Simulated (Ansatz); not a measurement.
Basis-set series for C2H3GaO, SMILES `O[C]1=[CH][GaH]1`. Total charge 0; spin multiplicity 1. The structure was optimised at the PBE0-D4/def2-TZVP level. It is one conformer, not always the lowest.

| functional | basis | functions | energy (Eh) | HOMO (eV) | LUMO (eV) |
| --- | --- | --- | --- | --- | --- |
| PBE0-D4 | def2-SVP | 89 | -2077.21858 | -6.53 | -0.60 |
| PBE0-D4 | def2-QZVPP | 350 | -2077.69402 | -6.61 | -0.80 |
| ωB97M-V | def2-SVP | 89 | -2077.47932 | -8.68 | 1.12 |
| ωB97M-V | def2-QZVPP | 350 | -2077.95706 | -8.78 | 0.64 |

Problem. Give the rows for def2-TZVPP. (An estimate is asked.)

Solution. Computed: 
```json
{"functional": "PBE0-D4", "basis": "def2-TZVPP", "functions": "183", "energy (Eh)": "-2077.64213", "HOMO (eV)": "-6.58", "LUMO (eV)": "-0.71"}
{"functional": "ωB97M-V", "basis": "def2-TZVPP", "functions": "183", "energy (Eh)": "-2077.90693", "HOMO (eV)": "-8.75", "LUMO (eV)": "0.95"}
```

Positive LUMOs are unbound and depend on the basis. Scalar relativity is left out up to krypton.
